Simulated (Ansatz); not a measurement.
# GeSiNH7 (SMILES [SiH3][NH][GeH3]): the vertical ionisation energy, rung by rung

The species is GeSiNH7 (10 atoms), meant as a singlet with charge 0. As SMILES, `[SiH3][NH][GeH3]`. The shape is that of a PBE0-D4/def2-TZVP optimisation.

Each level gives the vertical ionisation energy (to the doublet cation) (eV). The values are calculated.

```csv
level,kind,program,value (eV),CPU time (all runs)
HF/def2-SVP,Hartree–Fock,Ansatz,8.36,11 s
PBE/def2-SVP,GGA,Ansatz,8.91,24 s
revPBE/def2-SVP,GGA,Ansatz,8.89,24 s
r2SCAN/def2-SVP,meta-GGA,Ansatz,9.04,50 s
BHLYP/def2-SVP,global hybrid,Ansatz,9.20,30 s
CAM-B3LYP/def2-SVP,range-separated hybrid,Ansatz,9.30,34 s
wB97M-V/def2-SVP,range-separated hybrid,Ansatz,9.37,4.4 min
CCSD/def2-SVP,coupled cluster or CI,Ansatz,9.20,2 min
```

All-electron rows without a relativistic Hamiltonian named are non-relativistic. The values span 8.36 to 9.37 eV. In the correlated wave-function rows the outer d shell of Ge is correlated, in sets not made for it. CPU times are rough (shared hosts, several kinds of processor): they show what a rung costs within a factor of a few.
